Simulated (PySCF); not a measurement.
**Radial density of Ga(2+) (gallium, charge +2)**

UHF, [Ar] 3d9 4s1 4p1, one real determinant (an excited configuration). All numbers are calculated (PySCF 2.14, the spin-free X2C one-electron Hamiltonian (Gaussian nucleus), in x2c-QZVPPall (11s7p5d4f1g, 94 functions)).

| r (bohr) | 4πr²ρ (e/bohr) | 4πr²(ρα − ρβ) |
| --- | --- | --- |
| 0.000815 | 0.2608 | 0.0002 |
| 0.00137 | 0.6574 | 0.0004 |
| 0.00231 | 1.622 | 0.0010 |
| 0.00388 | 3.869 | 0.0025 |
| 0.00652 | 8.684 | 0.0055 |
| 0.0110 | 17.56 | 0.0109 |
| 0.0185 | 29.79 | 0.0173 |
| 0.0310 | 37.94 | 0.0187 |
| 0.0522 | 33.54 | 0.0153 |
| 0.0878 | 32.11 | 0.0552 |
| 0.148 | 43.91 | 0.1814 |
| 0.249 | 28.58 | 0.5041 |
| 0.418 | 23.20 | 1.4088 |
| 0.703 | 22.14 | 1.1594 |
| 1.18 | 5.532 | 0.7969 |
| 1.99 | 1.415 | 1.1539 |
| 3.35 | 0.2863 | 0.2841 |
| 5.63 | 0.004161 | 0.0042 |
| 9.47 | 1.453e-05 | 0.0000 |

Densities and radii are taken from the X2C orbitals without a picture-change correction, which distorts them close to the nucleus.

⟨L²⟩ = 8.04 against 12 for a pure F term, so this real determinant mixes terms.
